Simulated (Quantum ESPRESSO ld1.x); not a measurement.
Values are calculated unless marked as measured or tabulated.
Species: Ti III. Configuration: [Ne] 3s2 3p5.5 3d2.5 (fractional occupations, a model configuration). Level of theory: Dirac Kohn-Sham, OLYP, spin-unpolarised, spherical densities, point nucleus; open shells fill j = l - 1/2 first (ld1.x of Quantum ESPRESSO 7.5).

Spin-orbit splittings of the eigenvalues, e(l+1/2) - e(l-1/2), with zeta = 2 splitting/(2l+1) and mean radii in bohr:

shell  occ.  splitting (eV)  zeta (eV)  <r> j=l-1/2  <r> j=l+1/2
2p        6           5.787      3.858       0.2875       0.2902
3p      5.5          0.6609     0.4406        1.071        1.079
3d      2.5         0.05343    0.02137        1.410        1.414
4p        0         0.06082    0.04054        3.485        3.500
